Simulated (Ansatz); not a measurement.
`B1OC[SiH2]1`, charge 0, multiplicity 1.

(1) Give a relaxed structure at PBE0-D4/def2-TZVP (Ansatz). (Estimate.)

## Answers

(1) The calculation gave: 
Z-matrix (Å, degrees):
```
C
O 1 1.462
Si 1 1.921 2 92.5
H 1 1.091 2 108.9 3 -120.6
H 1 1.091 2 108.9 3 120.7
B 2 1.357 1 106.2 3 0.0
H 3 1.489 1 114.9 2 116.5
H 3 1.489 1 115.0 2 -116.6
H 6 1.194 2 121.1 1 180.0
```
Point group Cs.
This is one stationary point; other conformers may exist.
